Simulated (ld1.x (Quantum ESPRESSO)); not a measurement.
V, TM: configuration errors across variants

```json
{"Element": "vanadium", "Generator": "ld1.x (Quantum ESPRESSO) 7.5", "Type": "norm-conserving Troullier–Martins (Kleinman–Bylander form)", "Functional": "LDA (PZ)", "Relativity": "scalar-relativistic", "Frozen core": "[Ne] 3s2", "Valence charge": "11", "Reference configuration": "3p6 3d3 4s1.5 4p0 (charge +0.5)", "Partial waves": "4s (bound): rc 2.05 bohr; 3p (bound): rc 1.25 bohr; 3d (bound): rc 1.20 bohr", "Local potential": "all-electron potential smoothed inside 1.65 bohr (lloc = -1)", "Core correction": "Bessel-smoothed model core, default radius (core density twice the valence density)"}
```

All-electron excitation energies from the reference (eV): (1) 3p6 3d3 4s2 4p0 -3.180; (2) 3p6 3d3 4s1 4p0 4.761; (3) 3p6 3d3 4s0 4p0 19.306; (4) 3p6 3d3 4s1 4p1 0.229; (5) 3p6 3d1 4s0 4p0 94.597; (6) 3p6 3d2 4s0 4p0 48.465; (7) 3p6 3d2 4s2 4p1 2.730; (8) 3p6 3d3 4s1.5 4p0 spin -1.891; (9) 3p6 3d3 4s2 4p0 spin -4.808.

Spin tests fill each open shell by Hund’s rule, majority spin first.

A true bound ghost makes a file unfit for plane-wave use even where its test errors are small: the radial tests pick states by their node count and pass the ghost by. Where a test does run into it, the solver fails or the error is huge.

Errors AE − PS in meV (a dash: test not solved or not reliable):

```tsv
change	(1)	(2)	(3)	(4)	(5)	(6)	(7)	(8)	(9)	bound ghosts
base	-0.7	-1.8	-17	-18	-59	+20	-128	+45	+45	s
local potential all-electron potential smoothed inside 0.80 bohr (lloc = -1)	+0.5	-0.5	-17	+13	+0.7	+33	+33	+47	+52	s
local potential all-electron potential smoothed inside 1.14 bohr (lloc = -1)	0.0	-1.1	-17	+5.3	-13	+31	-29	+46	+49	s
local potential all-electron potential smoothed inside 1.40 bohr (lloc = -1)	-0.3	-1.3	-17	+3.7	-23	+28	-55	+46	+48	s
local potential all-electron potential smoothed inside 1.66 bohr (lloc = -1)	-0.9	-1.9	-17	-23	-67	+18	-147	+45	+44	s
local potential all-electron potential smoothed inside 2.06 bohr (lloc = -1)	+2.0	+1.6	-17	-85	-159	-5.7	+232	+49	+59	s
local potential all-electron potential smoothed inside 2.40 bohr (lloc = -1)	–	-0.4	-18	-173	-273	–	-256	+47	+52	none
```

(1) Give the same row for: local potential all-electron potential smoothed inside 1.86 bohr (lloc = -1).

## Answers

(1) -3.9, -3.9, -17, -48, -105, +8.5, –, +41, +17; bound ghosts: s. Not counted: 3p6 3d2 4s2 4p1 (solver errors, printed error -92.5 eV).
